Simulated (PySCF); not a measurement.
Electric field gradients and quadrupole coupling constants

Compound: C₅H₉BO₂.
Structure used (PBE0-D3(BJ)/def2-SVP), in Å, numbered top down from 1:
```
atom  x, y, z in Å
C1     2.465    1.653   -0.581
C2     2.210    0.498   -0.300
B3     1.864   -0.958    0.082
O4     2.713   -1.950   -0.283
O5     0.741   -1.277    0.775
C6    -0.246   -0.337    1.143
C7    -1.302   -0.193    0.064
C8    -2.415    0.761    0.464
H9     2.705    2.670   -0.837
H10    2.381   -2.806    0.011
H11    0.217    0.642    1.355
H12   -0.703   -0.700    2.078
H13   -0.811    0.160   -0.859
H14   -1.711   -1.192   -0.160
H15   -2.933    0.419    1.374
H16   -2.024    1.772    0.666
H17   -3.169    0.851   -0.332
```

Field gradients from the PBE0/pcSseg-1 density (PySCF, non-relativistic), principal values in atomic units, ordered |Vxx| ≤ |Vyy| ≤ |Vzz|:

```
atom      Vxx      Vyy     Vzz
  B3  -0.1328  -0.1752  0.3080
  O4  -0.5458  -0.8153  1.3611
  O5  -0.7073  -0.8309  1.5382
```

Task: Find the asymmetry η = (Vxx − Vyy)/Vzz and the couplings χ = eQV/h (234.96 MHz × Q in barn × V in au), with Q(11B) = 0.04059 b, Q(17O) = −0.0256 b.

Result: 
```csv
atom,environment,nucleus,η,χzz (MHz),χxx (MHz),χyy (MHz)
B3,three-coordinate boron,11B,0.14,2.938,-1.267,-1.671
O4,boron-bound oxygen,17O,0.20,-8.19,3.28,4.90
O5,boron-bound oxygen,17O,0.08,-9.25,4.25,5.00
```

Task: What is Vzz at O4 in SI units (1 au = 9.71736 × 10²¹ V/m²)?

Result: 1.3611 au = 13.226 × 10²¹ V/m².

Task: And the gradient at the other heavy atoms, for which no coupling is worked out here?

Result: 
```
atom                 environment  Vzz (au)     η
  C1      terminal alkyne carbon    -0.339  0.38
  C2               alkyne carbon    -0.391  0.08
  C6  sp3 carbon bound to oxygen     0.438  0.12
  C7            chain CH2 carbon    -0.052  0.39
  C8               methyl carbon     0.046  0.09
```

Were the hydrogens deuterons (Q(2H) = 0.00286 b), χzz would run from 182 kHz (H11) to 311 kHz (H10).

One conformer (not necessarily the lowest) at the PBE0-D3(BJ)/def2-SVP geometry, without solvent, vibrations or thermal averaging. The small basis limits the accuracy of the gradients.
